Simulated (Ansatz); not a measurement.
## Telling isomers of C2H7OSi apart by their spectra

These gas-phase data were calculated for one isomer of C2H7OSi at B3LYP/6-31G* (harmonic, unscaled wavenumbers; equilibrium rotational constants with average atomic masses):

| Quantity | Value |
| --- | --- |
| rotational constants | 10.56, 3.606, 2.965 GHz |
| all wavenumbers above 1500 cm⁻¹ | 3800, 3123, 3105, 3066, 3046, 3021, 2114, 1537, 1533 |
| dipole moment | 0.40 D (PBE0/def2-TZVPD) |

Candidates:

(1) `CC[SiH]O`, a doublet
(2) `C[Si](C)O`, a doublet

Task: Assign the data to one candidate and say why.

Result: Candidate (1). The band at 2114 cm⁻¹ lies where the Si–H stretch is expected; (2) has no mode between 2000 and 2380 cm⁻¹.

The same quantities for all candidates:

```tsv
	rotational constants (GHz)	wavenumbers above 1500 cm⁻¹	dipole (D)	E above the lowest, B3LYP/6-31G* (kcal/mol)
(1)	10.56, 3.606, 2.965	3800, 3123, 3105, 3066, 3046, 3021, 2114, 1537, 1533	0.40	11.7
(2)	6.182, 5.524, 3.298	3795, 3136, 3122, 3112, 3106, 3038, 3030, 1501	1.14	0.0
```

Each candidate is one conformer. Open shells are spin-unrestricted. Programs: Ansatz 0.2.0.
